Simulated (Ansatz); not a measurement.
Job for Ansatz (a quantum-chemistry and plane-wave program): R-MP2/aug-cc-pVTZ on CH5FO (a complex), monomers drawn apart or pushed together.

Ansatz 0.2 input:
```yaml
crystal:
  periodic: [false, false, false]
  atoms:
    - {symbol: O, position_ang: [0.00035071, 0.48345160, -0.13920918]}
    - {symbol: H, position_ang: [0.20934145, -0.13535940, 0.57280373]}
    - {symbol: H, position_ang: [-0.43860270, -0.04081437, -0.81579487]}
    - {symbol: C, position_ang: [-0.22438236, 0.62307197, 2.93963255]}
    - {symbol: F, position_ang: [0.23384903, -0.55148531, 2.32465846]}
    - {symbol: H, position_ang: [-0.53013629, 1.31740605, 2.15873985]}
    - {symbol: H, position_ang: [-1.06624515, 0.36334029, 3.58045218]}
    - {symbol: H, position_ang: [0.59221400, 1.03803515, 3.52916322]}
basis:
  gaussian:
    orbitals: aug-cc-pVTZ
magnetization: {spin_polarized: false}
correlation: {method: mp2, electrons: outside_noble_gas}
scf: {lower_state_search: off}
```

The head of its log:

```
WARN ansatz: RAYON_NUM_THREADS=1 ignored (pool sized by the plan → 1); use --threads N
Functional definition: HF
these checks for a lower state are left out or cut short: stability, starts, cluster_reference, orbital_swaps, neighbouring_geometries, increment
integrals: 0.63 GiB planned
1459 factors; integrals over basis functions are off by at most 9.1e-4 eV
mean field: 0.76 GiB planned
mean field evaluation 1: about -5852.0547 eV, gradient 3.9e1 eV
mean field evaluation 2: about -5852.0547 eV, gradient 3.9e1 eV
mean field evaluation 4: about -5854.7414 eV, gradient 2.7e0 eV
mean field evaluation 8: about -5854.7645 eV, gradient 1.7e-1 eV
mean field -5854.76462262 eV, -215.1586313793 hartree, gradient 1.9e-6 eV, S^2 0.000000; 0 other end points of the search recorded, 0 dependent functions left out
3 core orbitals not correlated
reference -5854.76462262 eV, -215.1586313793 hartree; 11, 11 occupied and 239, 239 virtual orbitals, 1459 factors
```

Q: Give the final energy of this run.

A: -215.8761 hartree.
